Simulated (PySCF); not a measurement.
Electron correlation in Sr (strontium, neutral)

[Kr] 5s1 5p1, high-spin 3P determinant (an excited configuration). All numbers are calculated (PySCF 2.14, scalar relativity through the core potential, in def2-QZVPPD with the def2 core potential (28 electrons) (7s5p4d3f, 63 functions)). Frozen: nothing; 10 electrons correlated.

| level | correlation energy (mhartree) |
| --- | --- |
| CCSD | -225.17 |
| (T) | -6.51 |
| CCSD(T) | -231.68 |

Diagnostics: T1 = 0.017, D1 = 0.0729, largest double amplitude 0.061.

Cost of the coupled-cluster step: of the order of 6 core-seconds, for 10 correlated electrons.

The basis has no tight functions for the innermost shells, so their pair energies are far from complete.

This basis was not built for core-valence correlation, so the inner-shell part is incomplete.
